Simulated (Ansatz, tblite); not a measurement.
Removing and adding an electron: In9P9H26, a nanocrystal cut from wurtzite InP (hydrogen-capped). The state is a singlet with charge 0. Geometry: PBE-D4/def2-SVP. Ansatz, gas phase; energy differences of separate SCF runs; the oxidised species was run as a doublet alone; the reduced species was run as a doublet alone.

```xyz
44

P     3.847    1.363   -0.427
In    1.791    2.757    0.324
P     0.932    3.382   -2.149
In    1.026    0.070    3.434
P     0.157    0.976    1.061
In   -2.058    2.112    1.489
In   -1.378    2.649   -3.088
P    -2.904    2.743   -0.988
P    -3.666    0.106    1.841
In    3.665   -0.276   -2.532
In    3.275   -2.910    1.190
P     1.236   -2.424    2.750
P     2.262   -1.915   -1.082
In   -0.027   -0.938   -0.608
P    -0.899    0.109   -2.913
In   -1.067   -3.634    2.503
P    -1.792   -2.594    0.144
In   -4.167   -1.585   -0.168
H     4.994    2.217   -0.437
H     4.179    0.574    0.720
H     2.029    4.256    1.160
H     1.142    4.752   -2.506
H     1.835    2.786   -3.087
H     2.590    0.839    3.589
H    -0.350    0.348    4.478
H    -2.241    3.540    2.454
H    -1.942    3.371   -4.556
H    -3.667    3.953   -1.048
H    -3.948    1.827   -1.339
H    -3.075   -0.639    2.910
H    -4.831    0.576    2.527
H     5.258   -0.868   -2.882
H     2.631    0.611   -3.637
H     4.525   -1.746    1.575
H     3.488   -4.613    0.900
H     1.704   -2.998    3.981
H     1.904   -2.997   -1.952
H    -0.014   -0.221   -3.986
H    -2.072   -0.570   -3.369
H    -2.190   -2.864    3.604
H    -0.884   -5.342    2.224
H    -1.655   -3.594   -0.875
H    -4.213   -0.533   -1.571
H    -5.434   -2.655    0.344
```

In the def2 sets In takes a core potential; there is no spin–orbit coupling. The xTB rows come from tblite. Single mean-field runs in def2-SVP are fitted with def2-universal-jkfit. HOMO above LUMO, or a gap near zero within one spin, warns that the state may not be the lowest or that an electron is smeared out.

(1) Estimate orbital energies and vertical ionisation energies and electron affinities at: GFN1-xTB; GFN2-xTB; PBE-D4/def2-SVP; PBE0-D4/def2-SVP.

Results:

(1) 
| level | −HOMO (eV) | vertical IE (eV) | −LUMO (eV) | vertical EA (eV) | HOMO–LUMO gap (eV) | IE − EA (eV) | remarks |
| --- | --- | --- | --- | --- | --- | --- | --- |
| GFN1-xTB | 9.26 | 10.64 | 6.17 | 4.85 | 3.08 | 5.79 | – |
| GFN2-xTB | 10.43 | 11.92 | 7.95 | 6.59 | 2.48 | 5.33 | – |
| PBE-D4/def2-SVP | 5.54 | 7.18 | 2.36 | 1.05 | 3.18 | 6.13 | HOMO above zero (-1 doublet), gap within one spin near zero (+1 doublet), gap within one spin near zero (-1 doublet) |
| PBE0-D4/def2-SVP | 6.49 | 7.62 | 1.65 | 0.78 | 4.84 | 6.84 | HOMO above zero (-1 doublet) |

   A HOMO above zero means that the electron is unbound at that level or that self-interaction error raises the level; the energy of removing that electron tells which. Raw xTB energy differences between charge states are shifted by several eV; the methods need an empirical correction for them. Sets without diffuse functions give affinities that are too small.
